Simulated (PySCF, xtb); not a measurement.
Si(Cl)2(GeH3)(OH) (Cl2GeH4OSi), SMILES O[Si](Cl)(Cl)[GeH3]. Other conformers were not sampled.

Harmonic wavenumbers (cm⁻¹) from GFN2-xTB run with xtb at its own minimum, in rising order: 31, 78, 100, 148, 158, 186, 225, 344, 420, 426, 496, 535, 763, 797, 870, 875, 900, 1987, 2069, 2095, 3646.

Task: What does PBE-D3(BJ)/def2-SVP in PySCF give at its own minimum? (Estimate from the structure and the level; the computed values follow.)

Result: 83, 96, 105, 178, 186, 194, 290, 351, 454, 462, 534, 574, 759, 790, 847, 847, 904, 2086, 2104, 2106, 3734. Paired by order, the mean absolute difference is 31 cm⁻¹ and the zero-point energies are 24.5 and 25.3 kcal/mol.
